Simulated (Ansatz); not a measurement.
Abstraction of F: Si2H3F3 + GeH2F → SiH(SiH2)F2 + GeH2F2

Species: Si2H3F3 `F[SiH2][SiH](F)F`, singlet; GeH2F `[F][GeH2]`, doublet; SiH(SiH2)F2, doublet; GeH2F2 (difluorogermane) `[F][GeH2][F]`, singlet. A radical takes F: the energy is the difference in strength between the Si–F bond broken and the Ge–F bond made.

Shapes, held fixed at every level: PBE0-D4/def2-TZVP. Flexible molecules stand in one conformer, not always the lowest. Programs: Ansatz 0.2.0. Electronic energies: no zero-point or thermal term.

**Question.** Estimate ΔE of this reaction.

**Answer.** The highest level, CCSD(T)/def2-TZVPP, gives ΔE = +45.2 kJ/mol; the levels span +45.2 to +60.4. The column of differences is taken from that level and isn't an error. No measured value is set beside it here. Open shells run unrestricted. Relativity is left out for Ge. Outer-core shells of Ge are correlated, in sets that cover them unevenly. Times are processor times on shared x86 and Arm servers, and rough.

```
               level                    kind  ΔE (kJ/mol)  less CCSD(T)/def2-TZVPP  CPU time (sum over the molecules)
       HF/def2-TZVPP            Hartree–Fock        +56.2                    +11.0                                  –
   PBE-D4/def2-TZVPP                     GGA        +48.8                     +3.6                               23 s
r2SCAN-D4/def2-TZVPP                meta-GGA        +46.9                     +1.7                               53 s
  PBE0-D4/def2-TZVPP           global hybrid        +48.5                     +3.3                               29 s
  wB97M-V/def2-TZVPP  range-separated hybrid        +60.4                    +15.2                            1.8 min
   B2PLYP/def2-TZVPP           double hybrid        +54.5                     +9.3                               44 s
  CCSD(T)/def2-TZVPP   coupled cluster or CI        +45.2                      0.0                             17 min
```
